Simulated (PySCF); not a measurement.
**How many f electrons in NdN?**

Unrestricted PBE0; basis Nd x2c-TZVPall, N x2c-TZVPall; spin-free X2C with a Gaussian nucleus; PySCF 2.14. The search starts from ions with several 4f fillings and holds each by maximum overlap.

The lowest solution has 2Ms+1 = 4, about 3.3 4f electrons, near 1.73 Å.

The lowest solution of each spin and filling, followed along the bond (rough minima from three points):

```csv
2Ms+1,4f population,⟨S²⟩ at the start,R at minimum (Å),Te (eV)
4,3.28,4.01,1.73,0.00
4,3.68,4.30,1.73,0.41
```

Solutions at the starting distance of 2.033 Å, counted from the lowest; the search is not exhaustive:

| 2Ms+1 | 4f population | E (eV) | ⟨S²⟩ | ⟨Lz²⟩ | μ (D) |
| --- | --- | --- | --- | --- | --- |
| 4 | 3.28 | 0.00 | 4.01 | 12.3 | -6.94 |
| 6 | 3.48 | 0.13 | 8.76 | 12.0 | -4.78 |
| 4 | 3.20 | 0.19 | 3.84 | 9.0 | -8.51 |
| 6 | 3.29 | 0.20 | 8.77 | 12.0 | -4.61 |
| 4 | 3.48 | 0.27 | 4.09 | 13.7 | -8.71 |
| 6 | 3.65 | 0.34 | 8.76 | 13.3 | -5.69 |
| 4 | 3.68 | 0.36 | 4.30 | 9.0 | -8.93 |
| 6 | 3.17 | 0.40 | 8.76 | 9.0 | -4.44 |
| 6 | 3.77 | 0.44 | 8.76 | 9.0 | -6.02 |
| 4 | 3.25 | 0.46 | 4.83 | 12.8 | -4.40 |
| 4 | 3.23 | 0.47 | 4.82 | 12.6 | -4.46 |
| 6 | 3.90 | 0.52 | 8.76 | 12.5 | -7.65 |
| 4 | 3.91 | 0.66 | 4.81 | 12.5 | -7.57 |

Partly filled real f orbitals mix terms, so no term symbols are given. A population far from a whole number shows f orbitals mixing with d and ligand orbitals, not a clean configuration. A positive dipole means Nd(−)N(+).

Spin–orbit coupling is left out. With d or f electrons several states lie close, and the lowest PBE0 determinant need not be the measured ground state.
